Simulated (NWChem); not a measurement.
BaClF; SMILES [Ba]([Cl])[F]

```xyz
3

Ba    -0.1672    -0.3361     0.0000
F      1.6676    -1.5991     0.0000
Cl    -0.0181     2.4346     0.0000
```
Atoms are numbered in this order, from 1.

Level: PBE0/def2-SVP with def2 effective core potentials on Ba (NWChem), optimised geometry, unscaled harmonic frequencies. def2 effective core potentials on Ba; no spin-orbit coupling.

```csv
frequency (cm⁻¹),IR intensity (km/mol)
68,20.2
282,54.2
491,115.2
```

- zero-point energy = 1.2 kcal/mol
- thermal correction to the enthalpy at 298.15 K (with zero-point energy) = 4.5 kcal/mol
- heat capacity Cv = 10.9 cal/(mol K)
- entropy at 298.15 K and 1 atm (symmetry number 1) = 74.8 cal/(mol K)

Rigid rotor and harmonic oscillator; modes under 100 cm⁻¹ make the entropy uncertain.
